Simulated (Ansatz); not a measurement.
Molecule: C2H7BN, net charge 0, doublet state. It need not be the lowest isomer of its formula. SMILES: CC[B]N
Geometry from a B3LYP-D3(BJ)/def2-TZVP (Ansatz, a quantum-chemistry and plane-wave program) optimisation:
```xyz
11

C     -1.8041     0.4242    -0.3330
C     -0.5876    -0.5019    -0.1871
B      0.6229     0.1088     0.5915
N      1.9616     0.0279     0.2637
H     -1.5472     1.3295    -0.8868
H     -2.6200    -0.0694    -0.8649
H     -2.1759     0.7352     0.6445
H     -0.2605    -0.8434    -1.1815
H     -0.8928    -1.4082     0.3507
H      2.6974     0.4272     0.8222
H      2.3037    -0.4437    -0.5668
```
Charge 0, spin multiplicity 2.

Wanted: atomisation energy (electronic, to ground-state atoms), in kcal/mol. Correlated levels leave the core frozen unless marked. Open shells are spin-unrestricted. Spin-orbit coupling is left out. Non-relativistic unless marked X2C. The coupled-cluster limit lacks core correlation, which all-electron functionals hold. Basis-set limits of correlation are two-point, X^-3; Hartree-Fock from the larger set.

| level | program | atomisation energy (kcal/mol) |
|---|---|---|
| revPBE-D3(BJ)/def2-TZVPD | Ansatz + dftd3 | 986.6 |
| revPBE-D4/def2-TZVPD | Ansatz + dftd4 | 988.8 |
| B97M-V/def2-TZVPD | Ansatz | 990.1 |
| PBE0/def2-SVP | Ansatz | 1002.3 |
| X2C-CCSD(T)/cc-pVTZ-DK | Ansatz | (withheld) |
| CCSD(T)/CBS(cc-pVTZ,cc-pVQZ) | Ansatz | (withheld) |

**Question.** Some entries are withheld; supply them.

**Answer.** 
- X2C-CCSD(T)/cc-pVTZ-DK, atomisation energy (kcal/mol): 960.8
- CCSD(T)/CBS(cc-pVTZ,cc-pVQZ), atomisation energy (kcal/mol): 984.6
